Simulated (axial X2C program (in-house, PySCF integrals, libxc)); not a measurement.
**Outer orbitals of AlBi at 2.682 Å, PBE0**

Calculated with an in-house all-electron X2C program for linear molecules (integrals from PySCF). Spin-free means the one-electron spin-free X2C Hamiltonian; two-component (2c) means X2C with spin–orbit coupling and atomic mean-field two-electron Coulomb and Gaunt terms, so the difference of the two also holds small scalar two-electron terms. Basis: Bi dyall-cv3z [12s14p10d6f1g], Al dyall-v3z [8s8p2d1f] (cores contracted in-house); Gaussian nuclei, density fitting, unrestricted open shells. Masses: Bi 208.980 u, Al 26.982 u.

The distance is close to the 2c PBE0 minimum; the highest filled and lowest empty levels are listed.

Spin-free orbitals, state M_S = 1, Λ = 0 (beyond evenly filled blocks: π+α, π-α) (Löwdin shares):

```json
{"symmetry": "δ+α", "occupied": "yes", "ε (eV)": "-29.16", "atomic character": "100% Bi d"}
{"symmetry": "δ-α", "occupied": "yes", "ε (eV)": "-29.16", "atomic character": "100% Bi d"}
{"symmetry": "π+α", "occupied": "yes", "ε (eV)": "-28.93", "atomic character": "100% Bi d"}
{"symmetry": "π-α", "occupied": "yes", "ε (eV)": "-28.93", "atomic character": "100% Bi d"}
{"symmetry": "δ+β", "occupied": "yes", "ε (eV)": "-28.89", "atomic character": "100% Bi d"}
{"symmetry": "δ-β", "occupied": "yes", "ε (eV)": "-28.89", "atomic character": "100% Bi d"}
{"symmetry": "σα", "occupied": "yes", "ε (eV)": "-28.88", "atomic character": "100% Bi d"}
{"symmetry": "σβ", "occupied": "yes", "ε (eV)": "-28.77", "atomic character": "100% Bi d"}
{"symmetry": "π-β", "occupied": "yes", "ε (eV)": "-28.76", "atomic character": "100% Bi d"}
{"symmetry": "π+β", "occupied": "yes", "ε (eV)": "-28.76", "atomic character": "100% Bi d"}
{"symmetry": "σα", "occupied": "yes", "ε (eV)": "-16.51", "atomic character": "80% Bi s, 9% Al p, 6% Al s"}
{"symmetry": "σβ", "occupied": "yes", "ε (eV)": "-15.05", "atomic character": "80% Bi s, 8% Al p, 6% Al s"}
{"symmetry": "σα", "occupied": "yes", "ε (eV)": "-9.20", "atomic character": "58% Al s, 33% Bi p, 5% Bi s"}
{"symmetry": "σβ", "occupied": "yes", "ε (eV)": "-8.82", "atomic character": "62% Al s, 29% Bi p, 5% Bi s"}
{"symmetry": "π+α", "occupied": "yes", "ε (eV)": "-6.32", "atomic character": "83% Bi p, 12% Al p, 4% Al d"}
{"symmetry": "π-α", "occupied": "yes", "ε (eV)": "-6.32", "atomic character": "83% Bi p, 12% Al p, 4% Al d"}
{"symmetry": "σα", "occupied": "yes", "ε (eV)": "-5.31", "atomic character": "38% Bi p, 36% Al p, 21% Al s"}
{"symmetry": "σβ", "occupied": "yes", "ε (eV)": "-5.01", "atomic character": "40% Bi p, 40% Al p, 17% Al s"}
{"symmetry": "π+β", "occupied": "no", "ε (eV)": "-3.34", "atomic character": "68% Bi p, 27% Al p, 3% Al d"}
{"symmetry": "π-β", "occupied": "no", "ε (eV)": "-3.34", "atomic character": "68% Bi p, 27% Al p, 3% Al d"}
{"symmetry": "π+α", "occupied": "no", "ε (eV)": "-1.70", "atomic character": "81% Al p, 10% Bi p, 6% Bi d"}
{"symmetry": "π-α", "occupied": "no", "ε (eV)": "-1.70", "atomic character": "81% Al p, 10% Bi p, 6% Bi d"}
```

The lowest two-component determinant found has another configuration (Ω = 1 (⟨Sz⟩ = 0.40, ⟨Lz⟩ = 0.60 at PBE0)), so the levels differ by more than spin–orbit coupling. Its spinors:

```
   ω  occupied  ε (eV)              atomic character     λ mixture
-3/2       yes  -30.26                     100% Bi d  81% δ, 19% π
-1/2       yes  -30.24                     100% Bi d  60% π, 40% σ
 1/2       yes  -30.23                     100% Bi d  59% π, 41% σ
 3/2       yes  -30.19                     100% Bi d  79% δ, 21% π
 5/2       yes  -27.31                     100% Bi d        100% δ
-1/2       yes  -27.28                     100% Bi d  60% σ, 40% π
 1/2       yes  -27.24                     100% Bi d  59% σ, 41% π
-3/2       yes  -27.23                     100% Bi d  81% π, 19% δ
 3/2       yes  -27.23                     100% Bi d  79% π, 21% δ
-5/2       yes  -27.16                     100% Bi d        100% δ
 1/2       yes  -15.69    80% Bi s, 8% Al p, 7% Al s        100% σ
-1/2       yes  -15.16    80% Bi s, 8% Al p, 7% Al s        100% σ
-1/2       yes   -9.16   61% Al s, 30% Bi p, 5% Bi s   98% σ, 2% π
 1/2       yes   -9.12   59% Al s, 31% Bi p, 5% Bi s   98% σ, 2% π
-1/2       yes   -6.63   72% Bi p, 15% Al p, 8% Al s  73% π, 27% σ
 1/2       yes   -6.05  65% Bi p, 17% Al p, 13% Al s  59% π, 41% σ
-1/2       yes   -5.23   47% Bi p, 42% Al p, 7% Al s  74% σ, 26% π
 3/2       yes   -5.23   69% Bi p, 26% Al p, 4% Al d        100% π
 1/2        no   -3.18   51% Bi p, 38% Al p, 7% Al s  61% σ, 39% π
-3/2        no   -3.04   58% Bi p, 38% Al p, 2% Al d        100% π
-1/2        no   -1.80   80% Al p, 12% Bi p, 6% Bi d   98% π, 2% σ
 3/2        no   -1.61   68% Al p, 23% Bi p, 5% Bi d        100% π
```

Problem. How does the gap between the highest filled and lowest empty level change from the spin-free to the 2c table?

Solution. From 1.67 to 2.05 eV at PBE0, a change of 0.38 eV.

Mulliken charges and populations of the two-component result (they depend on the basis, above all on diffuse functions):

Bi -0.07 e (s 11.94 p 27.11 d 30.02 f 14.00), Al 0.07 e (s 5.87 p 6.97 d 0.08 f 0.01). ⟨Lz⟩ = 0.60 ħ and ⟨Sz⟩ = 0.40 ħ (0.40 and -0.01 on the two atoms), which add up to Ω.

The state is one determinant whose occupation by symmetry is held fixed; it was picked as the lowest of a PBE0 search that is not exhaustive. Density functionals use the spin component along the axis (collinear). Other states lie close and PBE0, whose exact exchange favours high spin, may order them wrongly; the determinant shown need not be the ground state. The nearest other spin-free determinant of the search, M_S = 1, Λ = 1, lies 0.10 eV up at the distance of the search. Without a current term, density functionals place determinants with orbital angular momentum somewhat too high. With several unpaired electrons one determinant need not be a pure state. Open-shell Ω = 0 determinants with evenly filled partner blocks cannot be reached by this program, so the Ω shown need not be the lowest component. This is the Ω = 1 component of a π² triplet; the 0⁺ component is not one determinant and can lie lowest.
